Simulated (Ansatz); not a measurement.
In(OCMe2)H3 (C3H9InO), relaxed as a singlet with RKS r2SCAN-D4/def2-SVP in Ansatz, starting from the GFN2-xTB geometry. Force threshold 0.02 eV/Å.

In the def2 sets In takes a core potential; there is no spin–orbit coupling. Another isomer (singlet) lies 0.62 eV lower at PBE0-D4/def2-TZVP; other spin states weren't run for this one.

Start:

```xyz
14

C    -0.281   -0.588    0.030
C    -1.067   -1.861    0.090
C    -0.749    0.455   -0.921
In    1.869    1.541    0.811
O     0.699   -0.427    0.741
H    -2.103   -1.639    0.342
H    -1.060   -2.338   -0.889
H    -0.647   -2.539    0.830
H     0.076    0.698   -1.596
H    -0.942    1.368   -0.350
H    -1.630    0.154   -1.480
H     0.515    2.464    1.279
H     2.275    1.563   -0.841
H     3.045    1.149    1.953
```

```csv
step,energy (eV),largest force component (eV/Å),SCF passes
1,-10472.8285,0.752,17
2,-10472.9078,0.164,19
3,-10472.9172,0.072,20
4,-10472.9178,0.085,19
5,-10472.9190,0.031,20
6,-10472.9192,0.029,20
7,-10472.9193,0.012,21
```

Force components are those of the run's own axes.

End:

```xyz
14

C    -0.3272   -0.5838    0.0141
C    -1.0518   -1.8915    0.1012
C    -0.8186    0.4475   -0.9571
In    1.9571    1.5893    0.8516
O     0.6475   -0.3719    0.7328
H    -2.1092   -1.7093    0.3574
H    -1.0543   -2.3807   -0.8873
H    -0.5865   -2.5451    0.8492
H     0.0122    0.7329   -1.6243
H    -1.0803    1.3620   -0.3976
H    -1.6805    0.1107   -1.5478
H     0.6221    2.6171    1.3086
H     2.3889    1.5923   -0.8404
H     3.0806    1.0305    2.0397
```

By distances, no bond broke or formed. The bond that changes most is In4–O5, from 2.29 to 2.36 Å (atoms count from 1).

No frequencies were taken in this run, so the end may be a saddle point.

Hardware: 4 threads of Arm Neoverse V2 on a shared host. Wall time 12 s.
